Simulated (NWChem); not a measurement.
Species: GeH₄S; SMILES [SH][GeH3]

Program: NWChem. Coordinates come from a PBE-D3(BJ)/def2-SVP optimisation. B3LYP is NWChem's, with the RPA form of VWN correlation. Vertical excitations in the gas phase; the lowest state need not have the same character in each row.

For level B3LYP/aug-cc-pVDZ, full TDDFT:

| Item | Result |
|---|---|
| lowest excitation, singlet (eV) | 5.23 |
| orbital gap (eV) | 6.26 |

Task: How do the values read with level LRC-wPBEh/aug-cc-pVDZ, full TDDFT instead?

Result: 
| Property | Value |
|---|---|
| lowest excitation, singlet (eV) | 5.62 |
| orbital gap (eV) | 9.82 |
